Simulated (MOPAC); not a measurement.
Species: C₄H₉O₂, net charge 0, doublet state. SMILES: O(C([CH2])OC)C

Atoms: C1, C2, O3, C4, O5, C6, H7, H8, H9, H10, H11, H12, H13, H14, H15. Bonds: C1-C2, C1-H7, C1-H8, C2-O3, C2-O5, C2-H9, O3-C4, C4-H10, C4-H11, C4-H12, O5-C6, C6-H13, C6-H14, C6-H15.

Bond lengths (Å) and angles (degrees) optimised at PM3 with MOPAC; PM7 with MOPAC; MNDO with MOPAC, each started from the B3LYP-D3(BJ)/def2-TZVP structure (Ansatz) of the last column. A row stands for all coordinates that are equal there; 13 of 34 kinds are shown. No wavenumbers were computed at MNDO, so these may be saddle points.

```csv
coordinate,PM3,PM7,MNDO,B3LYP-D3(BJ)/def2-TZVP
C1-C2,1.484,1.476,1.513,1.481
C1-H7,1.082,1.066,1.082,1.080
C2-O3,1.417,1.417,1.411,1.438
C2-O5,1.411,1.416,1.404,1.389
C2-H9,1.122,1.115,1.136,1.105
O3-C4,1.402,1.413,1.395,1.413
C4-H10,1.097,1.095,1.118,1.096
C4-H11,1.097,1.093,1.119,1.098
C1-C2-O3,114.5,107.3,112.0,111.4
C1-C2-O5,109.7,105.2,107.9,108.5
O3-C2-O5,97.3,109.6,106.5,107.9
C2-O3-C4,115.3,115.1,120.9,114.3
C2-O5-C6,115.1,115.1,122.1,114.2
```

Mean signed difference of all 14 bond lengths from B3LYP-D3(BJ)/def2-TZVP: PM3 0.001 Å, PM7 0.000 Å, MNDO 0.012 Å.
